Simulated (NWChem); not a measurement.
System: C$_{2}$H$_{4}$FNSi; SMILES N#CC[SiH2]F

The following NWChem deck was run.

```
start job
memory heap 200 mb stack 900 mb global 1100 mb
geometry units angstroms noautoz
  N      0.720999    -2.545548    -0.222186
  C      0.034522    -1.676037     0.115036
  C     -0.807848    -0.563772     0.505457
  Si    -0.334317     1.077698    -0.306850
  F      1.100196     1.549145     0.284125
  H     -0.776540    -0.436475     1.600721
  H     -1.856109    -0.784152     0.237839
  H     -1.356108     2.089044     0.074210
  H     -0.220504     0.918359    -1.778306
end
basis spherical
  N library def2-svp
  C library def2-svp
  Si library def2-svp
  F library def2-svp
  H library def2-svp
end
dft
  xc becke97-d
  disp vdw 2
  iterations 150
  mulliken
end
task dft energy
```

Output (shortened):

```
             Northwest Computational Chemistry Package (NWChem) 7.3.0
             --------------------------------------------------------

 C1  symmetry detected

                             Geometry "geometry" -> ""
                             -------------------------

 Output coordinates in angstroms (scale by  1.889725989 to convert to a.u.)

  No.       Tag          Charge          X              Y              Z
 ---- ---------------- ---------- -------------- -------------- --------------
    1 N                    7.0000     0.69207389    -2.53373601    -0.25218289
    2 C                    6.0000     0.00647093    -1.66697601     0.09378593
    3 C                    6.0000    -0.83502491    -0.55796165     0.49518487
    4 Si                  14.0000    -0.36848368     1.08849015    -0.31106184
    5 F                    9.0000     1.06889424     1.55868027     0.27392299
    6 H                    1.0000    -0.79737844    -0.43651681     1.59091377
    7 H                    1.0000    -1.88456684    -0.77830865     0.23260763
    8 H                    1.0000    -1.38932028     2.09639607     0.08149721
    9 H                    1.0000    -0.26320446     0.93722285    -1.78400433

 Effective nuclear repulsion energy (a.u.)     202.1336526409

                                 NWChem DFT Module
                                 -----------------

 Summary of "ao basis" -> "ao basis" (spherical)
 ------------------------------------------------------------------------------
       Tag                 Description            Shells   Functions and Types
 ---------------- ------------------------------  ------  ---------------------
 N                          def2-svp                 6       14   3s2p1d
 C                          def2-svp                 6       14   3s2p1d
 Si                         def2-svp                 8       18   4s3p1d
 F                          def2-svp                 6       14   3s2p1d
 H                          def2-svp                 3        5   2s1p

            General Information
            -------------------
          SCF calculation type: DFT
          Wavefunction type:  closed shell.
          No. of atoms     :     9
          No. of electrons :    46
           Alpha electrons :    23
            Beta electrons :    23
          Charge           :     0
          Spin multiplicity:     1
          Use of symmetry is: off; symmetry adaption is: off
          Maximum number of iterations: 150
          AO basis - number of functions:    94
                     number of shells:    44
          Convergence on energy requested:  1.00D-06
          Convergence on density requested:  1.00D-05
          Convergence on gradient requested:  5.00D-04

              XC Information
              --------------
                   Becke 97-D Method XC Functional
                  Becke 1997-D Exchange Functional  1.000
                Becke 1997-D Correlation Potential  1.000

             Grid Information
             ----------------
          Grid used for XC integration:  medium
          Radial quadrature: Mura-Knowles
          Angular quadrature: Lebedev.
          Tag              B.-S. Rad. Rad. Pts. Rad. Cut. Ang. Pts.
          ---              ---------- --------- --------- ---------
          N                   0.65       49          12.0       434
          C                   0.70       49          11.0       434
          Si                  1.10       88           9.0       590
          F                   0.50       49          10.0       434
          H                   0.35       45          11.0       434
          Grid pruning is: on
          Number of quadrature shells:   464
          Spatial weights used:  Erf1

      Superposition of Atomic Density Guess
      -------------------------------------

 Sum of atomic energies:        -519.52197439

      Non-variational initial energy
      ------------------------------

 Total energy =    -521.505330
 1-e energy   =   -1117.615217
 2-e energy   =     393.976234
 HOMO         =      -0.365974
 LUMO         =       0.051195

     ---------------------------------------------
      Total Density - Mulliken Population Analysis
     ---------------------------------------------

    Atom       Charge   Shell Charges
 -----------   ------   -------------------------------------------------------
    1 N    7     7.59   1.99  1.13  0.56  2.41  1.47  0.03
    2 C    6     5.68   1.99  0.98  0.24  1.64  0.77  0.06
    3 C    6     6.35   1.99  0.95  0.18  2.03  1.18  0.02
    4 Si  14    12.95   2.00  1.99  0.94  0.24  5.93  0.95  0.70  0.21
    5 F    9     9.58   1.99  1.14  0.78  3.52  2.14  0.00
    6 H    1     0.84   0.63  0.18  0.03
    7 H    1     0.83   0.63  0.18  0.03
    8 H    1     1.09   0.70  0.38  0.01
    9 H    1     1.10   0.70  0.38  0.01

   convergence    iter        energy       DeltaE   RMS-Dens  Diis-err
 ---------------- ----- ----------------- --------- --------- ---------
 d= 0,ls=0.0,diis     1   -522.1932258777 -7.24D+02  2.75D-02  9.87D-01
 d= 0,ls=0.0,diis     2   -521.5156681455  6.78D-01  1.98D-02  6.71D+00
 d= 0,ls=0.0,diis     3   -522.3174670932 -8.02D-01  3.40D-03  9.81D-02
 d= 0,ls=0.0,diis     4   -522.3213415466 -3.87D-03  1.88D-03  7.21D-02
 d= 0,ls=0.0,diis     5   -522.3280058729 -6.66D-03  4.68D-04  2.84D-03
  Resetting Diis
 d= 0,ls=0.0,diis     6   -522.3283317451 -3.26D-04  9.77D-05  6.01D-05
 d= 0,ls=0.0,diis     7   -522.3283404535 -8.71D-06  4.82D-05  4.36D-06
 d= 0,ls=0.0,diis     8   -522.3283394265  1.03D-06  3.05D-05  1.34D-05
 d= 0,ls=0.0,diis     9   -522.3283407398 -1.31D-06  9.46D-06  2.66D-06
 d= 0,ls=0.0,diis    10   -522.3283410478 -3.08D-07  1.72D-06  4.47D-08

         Total DFT energy =     -522.328341047782
      One electron energy =    -1120.799579580907
           Coulomb energy =      446.816426049798
    Exchange-Corr. energy =      -50.471640510817
 Nuclear repulsion energy =      202.133652640910

    Dispersion correction =       -0.007199646765

 Numeric. integr. density =       46.000001724329

                       DFT Final Molecular Orbital Analysis
                       ------------------------------------

 Vector   21  Occ=2.000000D+00  E=-3.051562D-01
              MO Center=  7.1D-01, -2.5D+00, -2.9D-01, r^2= 1.7D+00
   Bfn.  Coefficient  Atom+Function         Bfn.  Coefficient  Atom+Function
  ----- ------------  ---------------      ----- ------------  ---------------
     5      0.383139  1 N  py                 3      0.358363  1 N  s
     2      0.314352  1 N  s                  4     -0.259540  1 N  px
     8     -0.206009  1 N  py                16     -0.177250  2 C  s
    18     -0.171572  2 C  px                19      0.165118  2 C  py
     1      0.149954  1 N  s                  7      0.139489  1 N  px

 Vector   22  Occ=2.000000D+00  E=-2.953503D-01
              MO Center=  2.4D-01, -2.0D+00, -9.0D-03, r^2= 1.7D+00
   Bfn.  Coefficient  Atom+Function         Bfn.  Coefficient  Atom+Function
  ----- ------------  ---------------      ----- ------------  ---------------
     6      0.340723  1 N  pz                20     -0.299920  2 C  pz
     4      0.283129  1 N  px                18     -0.239227  2 C  px
     9     -0.190758  1 N  pz                23     -0.179499  2 C  pz
     7     -0.158164  1 N  px                21     -0.147089  2 C  px
    75      0.138350  6 H  s                 80     -0.136462  7 H  s

 Vector   23  Occ=2.000000D+00  E=-2.796229D-01
              MO Center=  6.9D-02, -1.3D+00, -2.9D-02, r^2= 3.3D+00
   Bfn.  Coefficient  Atom+Function         Bfn.  Coefficient  Atom+Function
  ----- ------------  ---------------      ----- ------------  ---------------
     5      0.242833  1 N  py                 6     -0.240513  1 N  pz
     4      0.225955  1 N  px                19     -0.211333  2 C  py
    33      0.196447  3 C  py                20      0.165660  2 C  pz
    31      0.157062  3 C  s                 51     -0.157352  4 Si py
    22     -0.149844  2 C  py                 8     -0.144091  1 N  py

 Vector   24  Occ=0.000000D+00  E=-2.113693D-02
              MO Center= -3.7D-01,  4.2D-01, -3.4D-01, r^2= 4.5D+00
   Bfn.  Coefficient  Atom+Function         Bfn.  Coefficient  Atom+Function
  ----- ------------  ---------------      ----- ------------  ---------------
    53      0.884451  4 Si px                46     -0.430924  4 Si s
    54      0.393113  4 Si py                86      0.393546  8 H  s
    63     -0.342254  5 F  s                 50      0.255757  4 Si px
    31      0.246236  3 C  s                 81      0.239520  7 H  s
    91      0.227230  9 H  s                 23     -0.179113  2 C  pz

 Vector   25  Occ=0.000000D+00  E=-7.403444D-03
              MO Center= -1.1D-01, -1.6D+00,  1.6D-01, r^2= 3.2D+00
   Bfn.  Coefficient  Atom+Function         Bfn.  Coefficient  Atom+Function
  ----- ------------  ---------------      ----- ------------  ---------------
    76      0.607288  6 H  s                 81     -0.569476  7 H  s
     9      0.362294  1 N  pz                23     -0.349659  2 C  pz
     6     -0.322404  1 N  pz                20     -0.323014  2 C  pz
    37     -0.309791  3 C  pz                 7      0.305435  1 N  px
    21     -0.289346  2 C  px                35     -0.287219  3 C  px

 Vector   26  Occ=0.000000D+00  E=-2.421769D-03
              MO Center= -3.7D-01, -4.5D-01,  5.2D-02, r^2= 5.2D+00
   Bfn.  Coefficient  Atom+Function         Bfn.  Coefficient  Atom+Function
  ----- ------------  ---------------      ----- ------------  ---------------
    31      0.856712  3 C  s                 76     -0.572305  6 H  s
    45      0.500279  4 Si s                 81     -0.479964  7 H  s
    54      0.409987  4 Si py                86     -0.358770  8 H  s
    55      0.306194  4 Si pz                53      0.288583  4 Si px
     8      0.251688  1 N  py                63     -0.248185  5 F  s

[...]
```

Level: B97-D/def2-SVP. Coordinates come from a PBE0/def2-SVP optimisation.
